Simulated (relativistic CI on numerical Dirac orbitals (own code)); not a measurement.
# What each ingredient does to the levels of Hg XIII

Base calculation: Dirac-Coulomb-Breit CI, KLI orbitals optimised for each configuration, model QED, unscaled Slater integrals.

CI space (outside the closed core [Kr] 4d10): 4f14 5s2 5p6, 4f14 5s2 5p5 5d, 4f14 5s 5p6 5d, 4f14 5s2 5p5 5f, 4f14 5s2 5p5 5g, 4f14 5s2 5p5 6s, 4f13 5s2 5p6 5d, 4f14 5s 5p6 5f, 4f14 5s2 5p5 6p, 4f14 5s 5p6 5g, 4f13 5s2 5p6 6s, 4f14 5s2 5p5 6d, 4f14 5s 5p6 6s, 4f14 5s2 5p5 7s, 4f13 5s2 5p6 6p, 4f13 5s2 5p6 5f, 4f14 5s 5p6 6p, 4f14 5p6 5d2, 4f14 5p5 5d3, 4f14 5p5 5d2 5f, 4f14 5p5 5d2 5g, 4f14 5p5 5d2 6s, 4f13 5p6 5d3, 4f14 5p6 5f2, 4f14 5p5 5d 5f2, 4f14 5p5 5f3, 4f14 5p5 5f2 5g, 4f14 5p5 5f2 6s, 4f13 5p6 5d 5f2. Double excitations out of closed p, d and f shells are left out; levels of such configurations are missing from the list, as are those of other unlisted configurations, and high levels can miss mixing partners. These lack a partner that the ground configuration has and come out too high: 4f14 5s2 5p5 6p, 4f13 5s2 5p6 6s, 4f14 5s2 5p5 6d, 4f14 5s2 5p5 7s, 4f13 5s2 5p6 6p.

Variants: (1) QED terms removed; (2) one mean potential for all configurations. Shifts of the energy above 4f14 5s2 5p6 1S_0, in cm⁻¹, for the lowest level and the first level of each name with at least 55 % of one term (blank where a level changes its place among those of its configuration and J or its character, or is not in the variant):

```
                Level     Base   Δ(1)    Δ(2)
    4f14 5s2 5p6 1S_0        0      0       0
4f14 5s2 5p5 5d 3P°_0   469320   +293    -504
4f14 5s2 5p5 5d 3P°_1   481054   +283    -506
4f14 5s2 5p5 5d 3F°_3   495023   +293    -528
4f14 5s2 5p5 5d 3F°_4   508964   +227    -523
4f14 5s2 5p5 5d 3D°_3   536927   +226    -512
4f14 5s2 5p5 5d 3D°_1   583839   +223    -389
4f14 5s2 5p5 5d 3F°_2   665098   +165    -485
4f14 5s2 5p5 5d 1P°_1   743433   +164    +109
4f14 5s2 5p5 6s 3P°_2   868733   -702    +120
4f14 5s2 5p5 6s 1P°_1   875480   -695    +237
4f13 5s2 5p6 5d 3P°_2   918384   -406  +24800
4f13 5s2 5p6 5d 3P°_1   949468   -502  +25612
4f13 5s2 5p6 5d 3H°_6   951060   -471  +25244
4f13 5s2 5p6 5d 3H°_4   957526   -516  +25678
4f13 5s2 5p6 5d 3G°_5   965259   -472  +25096
4f13 5s2 5p6 5d 3G°_3   972961   -524  +25625
4f13 5s2 5p6 5d 3P°_0   973309   -596  +26452
4f13 5s2 5p6 5d 3D°_1   981283   -552  +25863
4f13 5s2 5p6 5d 1P°_1   990276   -525  +25571
  4f14 5s 5p6 5d 3D_1  1011321  +1670    -486
  4f14 5s 5p6 5d 3D_2  1024087  +1657    -449
```

At this charge energies of transitions that change n are usually good to better than 1 %, and those within a shell (Δn = 0) to a few per cent. Levels and lines within the n = 5 or 6 shells can be off by up to 10 % or somewhat more, and those that change n by about 2 %, since core polarisation is missing.

Ionisation energy from the two ground configurations alone: base 274.825 eV. The NIST ASD value (semi-empirical) is 276.9 eV.

LS names give the leading component of a level, which can be under half, so a name can repeat, a term be missing and a line seem to break the LS rules.
